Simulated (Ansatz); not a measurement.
**Worked example: C4H10 + GeH(CH3)Cl2 → C3H7Cl + GeH(CH3)2Cl**

Species: C4H10 (butane) `CCCC`, singlet; GeH(CH3)Cl2, singlet; C3H7Cl (1-chloropropane) `CCCCl`, singlet; GeH(CH3)2Cl, singlet. The partners trade CH3 for Cl: C–CH3 and Ge–Cl bonds give way to C–Cl and Ge–CH3.

Shapes, held fixed at every level: PBE0-D4/def2-TZVP. Flexible molecules stand in one conformer, not always the lowest. Programs: Ansatz 0.2.0. The zero-point and thermal change to 298 K, harmonic and unscaled (PBE0-D4/def2-TZVP), is -3.9 kJ/mol.

At CCSD(T)/def2-TZVPP; 1 Eh = 2625.50 kJ/mol:

```
    species   energy (Eh)
      C4H10   -158.155948
GeH(CH3)Cl2  -3035.599565
     C3H7Cl   -578.044631
GeH(CH3)2Cl  -2615.674524
```

Q: Work out ΔH(298 K) of the reaction at this level.

A: 
1. Products less reactants: (-578.044631) + (-2615.674524) − [(-158.155948) + (-3035.599565)] = 0.036358 Eh = +95.5 kJ/mol.
2. With the thermal change: +95.5 + (-3.9) = +91.6 kJ/mol.

Other levels give +89.6 (SPW92/def2-TZVPP) to +113.2 kJ/mol (HF/def2-SVP). No measured value is set beside it here. Relativity is left out for Ge. Outer-core shells of Ge are correlated in most correlated rows, in sets that cover them unevenly.
